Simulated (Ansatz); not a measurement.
`C[N](C)[SnH]([N](C)C)[N](C)C`, charge 0, multiplicity 1.

Question: Give a relaxed structure at PBE0-D4/def2-TZVP (Ansatz). (An estimate is asked.)

Answer: Computed: 
Z-matrix (Å, degrees):
```
C
N 1 1.441
H 1 1.103 2 113.1
H 1 1.093 2 110.6 3 -121.1
H 1 1.099 2 110.5 3 120.0
Sn 2 2.021 1 118.9 3 90.2
C 2 1.439 1 113.1 3 -59.1
N 6 2.012 2 101.4 1 53.9
N 6 2.021 2 118.7 1 -55.9
H 6 1.712 2 107.4 1 -177.8
H 7 1.103 2 113.3 1 58.7
H 7 1.094 2 110.9 1 180.0
H 7 1.099 2 110.5 1 -61.3
C 8 1.441 6 119.7 2 -167.5
C 8 1.441 6 119.7 2 44.3
C 9 1.439 6 120.1 2 -90.4
C 9 1.441 6 119.0 2 56.7
H 14 1.103 8 113.0 6 -92.5
H 14 1.099 8 110.4 6 147.7
H 14 1.092 8 110.6 6 28.6
H 15 1.099 8 110.4 6 -147.7
H 15 1.103 8 113.0 6 92.6
H 15 1.092 8 110.6 6 -28.6
H 16 1.094 9 110.9 6 -31.2
H 16 1.099 9 110.5 6 -149.9
H 16 1.103 9 113.3 6 90.1
H 17 1.103 9 113.1 6 -90.2
H 17 1.099 9 110.5 6 149.8
H 17 1.093 9 110.6 6 30.9
```
Point group Cs.
This is one stationary point; other conformers may exist.
